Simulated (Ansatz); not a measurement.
CH2AlBO, relaxed with RKS PBE-D4/def2-SVP in Ansatz 0.2.0 from a rough embedded geometry. The force threshold is 0.03 eV/Å; the program also tests the step.

Charge 0, multiplicity 1. The bonds changed during the relaxation, so this is another structure than the one it started from.

Start:

```xyz
6

O    -0.184    2.285   -0.051
C    -0.101    1.028   -0.014
B    -0.814   -0.393    0.462
Al    0.786   -0.590   -0.375
H    -1.752   -0.919    1.019
H     2.065   -1.412   -1.041
```

| step | energy (eV) | largest force (eV/Å) | largest move (Å) |
| --- | --- | --- | --- |
| 1 | -10371.9303 | 6.478 | 0.000 |
| 2 | -10373.5681 | 4.688 | 0.195 |
| 3 | -10374.5166 | 4.545 | 0.194 |
| 4 | -10374.7889 | 1.171 | 0.200 |
| 5 | -10374.8692 | 0.964 | 0.129 |
| 6 | -10374.8869 | 0.343 | 0.084 |
| 7 | -10374.8978 | 0.232 | 0.086 |
| 8 | -10374.9057 | 0.130 | 0.119 |
| 9 | -10374.9095 | 0.263 | 0.099 |
| 10 | -10374.9102 | 0.083 | 0.007 |
| 11 | -10374.9104 | 0.010 | 0.014 |

End:

```xyz
6

O    -0.413    2.412    0.054
C    -0.544    1.255    0.207
B    -0.649   -0.185    0.367
Al    0.933   -1.011   -0.438
H    -1.552   -0.787    0.905
H     2.225   -1.684   -1.095
```

It took 14 s on 2 threads of an Arm Neoverse V1 on a shared host, with 0.16 GiB of host memory at the peak.
